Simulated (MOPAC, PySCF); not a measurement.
C$_{4}$H$_{9}$N, SMILES `C=CN(C)C` (C–C–N–C torsion 6°), neutral singlet in the gas phase. 

Cartesian coordinates (Å):
```xyz
14

C      1.7712    -1.0663     0.1904
C      1.1346     0.0518    -0.1583
N     -0.2184     0.2266    -0.3354
C     -1.0890    -0.8688     0.0008
C     -0.7536     1.5465    -0.0985
H      1.2596    -1.9877     0.4252
H      2.8494    -1.0731     0.2286
H      1.7091     0.9488    -0.3626
H     -1.0910    -1.0894     1.0776
H     -0.7771    -1.7691    -0.5282
H     -2.1061    -0.6281    -0.3048
H     -0.0639     2.2963    -0.4836
H     -0.9203     1.7514     0.9681
H     -1.7046     1.6610    -0.6195
```
Charge 0, multiplicity 1.

All levels are single points at this geometry (CAM-B3LYP-D3(BJ)/def2-TZVP); Pople sets use spherical d functions. Orbital energies aren't observables, and empty levels follow the basis.

SVWN5/6-31G* in PySCF gives gap (eV) = 4.77.

**Question.** Estimate the gap (eV) from each of these levels: CAM-B3LYP-D3(BJ)/def2-TZVP in PySCF; PBE-D3(BJ)/def2-TZVP in PySCF; B3LYP/3-21G in PySCF; HF/STO-3G in PySCF; PM3 in MOPAC.

**Answer.** 
```json
[
 {"level": "CAM-B3LYP-D3(BJ)/def2-TZVP in PySCF", "gap (eV)": "8.85"},
 {"level": "PBE-D3(BJ)/def2-TZVP in PySCF", "gap (eV)": "4.59"},
 {"level": "B3LYP/3-21G in PySCF", "gap (eV)": "6.64"},
 {"level": "HF/STO-3G in PySCF", "gap (eV)": "15.72"},
 {"level": "PM3 in MOPAC", "gap (eV)": "9.67"}
]
```
